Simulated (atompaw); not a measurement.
**Plane-wave convergence, PAW (atompaw) potential for Dy**

atompaw 4.2.0.5 input, output lines left out:

```
Dy 66
LDA-PW scalarrelativistic loggrid 2001 logderivrange -4 5 226
6 6 5 4 0 0
6 0 1
6 1 1
5 2 0
4 3 10
0 0 0
c
c
c
c
c
v
c
c
c
v
v
c
c
v
v
3
3.00 2.30 2.55 1.75
y
0.05
n
n
y
5.2
n
y
0.55
n
custom rrkj vanderbiltortho sinc
4 0.5 vpsmatchnc
2.90
3.00
2.65
3.00
3.00
3.00
1.45
1.45
```

The pseudo-atom Hamiltonian at the reference potential is diagonalised in spherical Bessel functions j_l(qr) that vanish at 20 bohr, with q² up to the cutoff. All-electron valence levels (Ry): 6s -0.3480, 5p -1.9813, 6p -0.1360, 5d -0.1769, 4f -0.3508.

How do the lowest levels (Ry) of each channel move with the cutoff, and are there ghosts?

| cutoff (Ry) | s #1 | s #2 | s #3 | p #1 | p #2 | d #1 | f #1 | f #2 | Σ f·Δε (mRy) |
| --- | --- | --- | --- | --- | --- | --- | --- | --- | --- |
| 8 | -14.4378 | -0.3479 | -0.0298 | -1.9517 | -0.1360 | -0.1694 | 0.0733 | 0.1793 | 4418.9 |
| 15 | -14.4649 | -0.3480 | -0.0298 | -1.9810 | -0.1360 | -0.1767 | 0.0732 | 0.1788 | 4242.4 |
| 25 | -14.4831 | -0.3480 | -0.0298 | -1.9813 | -0.1360 | -0.1769 | 0.0730 | 0.1749 | 4237.9 |
| 40 | -14.4949 | -0.3480 | -0.0298 | -1.9813 | -0.1360 | -0.1769 | -0.2375 | 0.0735 | 1132.9 |
| 60 | -14.4969 | -0.3480 | -0.0298 | -1.9813 | -0.1360 | -0.1769 | -0.3472 | 0.0735 | 36.0 |
| 90 | -14.4976 | -0.3480 | -0.0298 | -1.9813 | -0.1360 | -0.1769 | -0.3502 | 0.0735 | 5.9 |
| 120 | -14.4978 | -0.3480 | -0.0298 | -1.9813 | -0.1360 | -0.1769 | -0.3507 | 0.0735 | 1.2 |
| 180 | -14.4979 | -0.3480 | -0.0298 | -1.9813 | -0.1360 | -0.1769 | -0.3508 | 0.0735 | 0.2 |
| 400 | -14.4980 | -0.3480 | -0.0298 | -1.9813 | -0.1360 | -0.1769 | -0.3508 | 0.0735 | 0.0 |

Result: ghost state, extra bound levels that the all-electron valence spectrum of the same l lacks: s at -197.3 eV (a true bound ghost makes a file unfit for plane-wave use); 10 mRy is reached at 80 Ry and 1 mRy at 140 Ry.
